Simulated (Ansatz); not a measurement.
# Energy profile

The step: Si₂H₆O ([OH][SiH2][SiH3]) + H₂O → SiH₄O₂ ([OH][SiH2][OH]) + SiH₄; bonds formed: Si1–O7, Si2–H6; bonds broken: Si1–Si2, H6–O7 (atoms numbered as in the saddle structure below).

| atom | x (Å) | y (Å) | z (Å) |
| --- | --- | --- | --- |
| Si1 | -0.6490 | 0.3379 | -0.6274 |
| Si2 | 0.7339 | -1.3540 | 1.0640 |
| H3 | -0.6921 | -0.7256 | -1.6475 |
| H4 | -1.5333 | 0.1192 | 0.5523 |
| O5 | -1.2650 | 1.7586 | -1.2535 |
| H6 | 1.2960 | 0.3596 | 0.0289 |
| O7 | 1.0204 | 1.0692 | -0.7307 |
| H8 | 2.0346 | -2.1007 | 1.0510 |
| H9 | 0.4740 | -1.0095 | 2.4990 |
| H10 | -0.3108 | -2.3663 | 0.7024 |
| H11 | -2.2003 | 1.8950 | -1.0997 |
| H12 | 1.0916 | 2.0168 | -0.5389 |

Electronic energies by CCSD(T) at an estimated basis limit (MP2 extrapolated from triple and quadruple zeta, plus CCSD(T) − MP2 in triple zeta), on PBE0-D4/def2-TZVP structures; Si2H8O2, closed shell; no counterpoise correction. Ansatz 0.2.0; basis: def2-TZVPP and def2-QZVPP; cores frozen in the correlated methods. Extrapolation: Hartree–Fock as exp(−7.88 √X), correlation as X^−2.97.

Problem. Give the profile in kcal/mol, counted from the separated reactants. (Judge from chemistry; the value comes from the calculation.)

Solution. Computed:
```
                                                                                                                       point  kcal/mol
separated: Si2H6O (linked as [OH][SiH2][SiH3]; Si1, Si2, H3, H4, O5, H8, H9, H10, H11; singlet) + H2O (H6, O7, H12; singlet)      0.00
                                                                                                             start structure     -5.27
                                                                                                                      saddle     34.94
                                                                                                               end structure    -28.19
 separated: SiH4O2 (linked as [OH][SiH2][OH]; Si1, H3, H4, O5, O7, H11, H12; singlet) + SiH4 (Si2, H6, H8, H9, H10; singlet)    -27.15
```

No T1 diagnostic of these runs exceeds 0.013.

For scale, one of the runs: CCSD(T)/def2-TZVPP, 258 basis functions, launched by `ansatz run in.yaml --threads 4 --pin off --events-out ev --progress --plain --max-ram 9574MiB`. Time: 2 min of wall clock on 4 CPU threads of an Arm Neoverse V1; the host was shared. Peak host memory: 5.7 GiB.
